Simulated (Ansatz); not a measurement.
Computed with Ansatz on PBE0-D4/def2-TZVP structures; ΔE is electronic, products minus reactants. CCSD(T)/CBS is the MP2 limit (def2-TZVPP, def2-QZVPP) plus CCSD(T) − MP2 in def2-TZVPP, frozen cores. DFT in def2-TZVPP. B3LYP here is the variant with VWN-RPA as its local correlation; programs differ in this. For Ge outer-core shells are correlated without core-valence functions, which leaves a few kJ/mol of doubt a bond. Scalar relativity is left out up to krypton. One conformer a species, not always the lowest.

`[SiH3][SiH2][SiH2][GeH3]` + `CC=N` → `C/C=N\[SiH3]` + `[SiH3][SiH2][GeH3]`  (cleavage of the Si–Si bond)

`[SiH3][SiH2][SiH2][GeH3]`:

Cartesian coordinates in Å:
```
Si 0.133 0.327 -2.333
Si 1.464 -0.457 -0.577
Si 0.636 0.347 1.455
Ge -1.660 -0.240 1.679
H 0.117 1.815 -2.331
H 0.641 -0.145 -3.649
H -1.261 -0.161 -2.156
H 2.878 -0.031 -0.777
H 1.424 -1.947 -0.559
H 0.761 1.831 1.488
H 1.409 -0.211 2.599
H -2.493 0.464 0.595
H -2.208 0.167 3.056
H -1.841 -1.759 1.511
```

`CC=N`:

Z-matrix (Å, degrees):
```
C
C 1 1.493
H 1 1.092 2 111.6
H 1 1.094 2 110.3 3 -121.2
H 1 1.094 2 110.3 3 121.2
N 2 1.263 1 127.9 3 0.0
H 2 1.095 1 115.5 3 -180.0
H 6 1.023 2 110.6 1 0.0
```

`C/C=N\[SiH3]`:

Z-matrix (Å, degrees):
```
C
C 1 1.495
H 1 1.095 2 109.6
H 1 1.095 2 109.6 3 116.4
H 1 1.090 2 112.5 3 -121.8
N 2 1.258 1 128.7 3 121.7
H 2 1.101 1 113.8 3 -58.3
Si 6 1.729 2 132.5 1 0.0
H 8 1.484 6 107.0 2 -121.3
H 8 1.495 6 116.9 2 -0.0
H 8 1.484 6 107.1 2 121.2
```

`[SiH3][SiH2][GeH3]`:

```xyz
11

Si   -0.370   -1.167   -1.543
Si    0.213    0.834   -0.486
Ge    0.213    0.554    1.877
H    -0.376   -1.015   -3.023
H    -1.725   -1.591   -1.100
H     0.603   -2.230   -1.175
H    -0.757    1.903   -0.855
H     1.568    1.265   -0.930
H     1.219   -0.537    2.282
H    -1.183    0.125    2.360
H     0.596    1.859    2.594
```

| level | ΔE (kJ/mol) | difference from CCSD(T)/CBS |
| --- | --- | --- |
| BLYP-D4 | -22.8 | -3.5 |
| B97M-V | -17.8 | 1.5 |
| PBE0-D4 | -9.8 | 9.5 |
| B3LYP-D4 | -23.8 | -4.5 |
| BHLYP-D4 | -27.6 | -8.3 |
| B2PLYP | -27.6 | -8.3 |
| B3LYP | -27.2 | -7.9 |
| r2SCAN0 | -20.0 | -0.7 |
| LC-ωPBE | -16.6 | 2.7 |
| HF/def2-QZVPP | -41.2 | -21.9 |
| CCSD(T)/CBS | -19.3 | 0 |

Largest T1 diagnostic among the species: 0.013.

At CCSD(T), def2-SVP lies +6.7 kJ/mol from the extrapolated value and def2-TZVPP +0.7 kJ/mol. From BLYP to BHLYP (50 % exact exchange), in def2-TZVPP and without D4, ΔE moves by −6.8 kJ/mol.
